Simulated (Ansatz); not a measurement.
`[NH2][GeH2][F]`. Total charge 0; spin multiplicity 1. Geometry: relaxed with PBE0-D4/def2-TZVP. It is one conformer, not always the lowest.

```xyz
7

N    -0.759   -0.243   -0.836
Ge    0.239    0.109    0.634
F     1.907    0.441    0.214
H    -0.882    0.521   -1.485
H    -0.527   -1.085   -1.342
H     0.290   -1.137    1.520
H    -0.269    1.393    1.295
```

Q: What is the dipole moment at r2SCAN/def2-TZVPP? (Estimate.)

A: The calculation gave: 1.70 D, with components (-1.56, -0.39, -0.53) D in this frame, pointing from negative to positive charge.

Q: And with PBE, B3LYP, ωB97M-V? (Estimate.)

A: Ansatz gave: PBE 1.68 D, B3LYP 1.71 D, ωB97M-V 1.69 D.

Q: Give the Mulliken charges with r2SCAN, ωB97M-V, B3LYP in def2-TZVPP. (Best estimate.)

A: Ansatz gave: 
| atom | r2SCAN | ωB97M-V | B3LYP |
| --- | --- | --- | --- |
| N1 | -0.44 | -0.37 | -0.39 |
| Ge2 | 0.57 | 0.53 | 0.55 |
| F3 | -0.39 | -0.40 | -0.40 |
| H4 | 0.15 | 0.12 | 0.14 |
| H5 | 0.15 | 0.12 | 0.14 |
| H6 | -0.02 | 0.00 | -0.02 |
| H7 | -0.02 | 0.00 | -0.02 |

B3LYP here is the variant with VWN-RPA as its local correlation; programs differ in this.
